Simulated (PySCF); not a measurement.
A species of formula C6H9NO has this rotational fingerprint, computed with PySCF 2.14.0, PBE0-D3(BJ)/def2-SVP geometry optimisation, gas phase:

* Rotational constants: A = 4592, B = 1654, C = 1249 MHz
* Dipole components: |μa| = 1.40 D, |μb| = 0.21 D, |μc| = 0.37 D
* Inertial defect: -11.11 u·Å²
* κ: -0.76

Question: Which structure is it? (One computed conformer of each.)
A. `[CH3:1][O:2][c:3]1[cH:4][cH:5][n:6]([CH3:7])[cH:8]1` with C1–O2–C3–C4 180°
B. `[CH2:1]=[C:2]1[CH2:3][CH:4]([NH:5][CH:6]=[O:7])[CH2:8]1` with C3–C4–N5–C6 129°, C4–N5–C6–O7 0°, C1–C2–C3–C4 158°, C2–C3–C4–N5 139°, C3–C4–C8–C2 -15°, C1–C2–C8–C4 -158°
C. `CN(C)C1=CC=CO1`

Answer: C. It is CN(C)c1ccco1, an asymmetric top, point group C1. The candidates at the same level (rigid rotor, commonest isotopes):

```
        SMILES  A (MHz)  B (MHz)  C (MHz)  μa (D)  μb (D)  μc (D)  Δ (u·Å²)  point group           rotor
C=C1CC(NC=O)C1     6642    990.1    974.2    1.75    0.59    3.02    -67.75      near Cs               –
  CN(C)c1ccco1     4592     1654     1249    1.40    0.21    0.37    -11.11           C1  asymmetric top
  COc1ccn(C)c1     4877     1419     1115    1.74    2.16    0.00     -6.52            –  asymmetric top
```

`C=C1CC(NC=O)C1` has A 45 % too high; `COc1ccn(C)c1` has B 14 % too low. No structure here is proved a minimum.
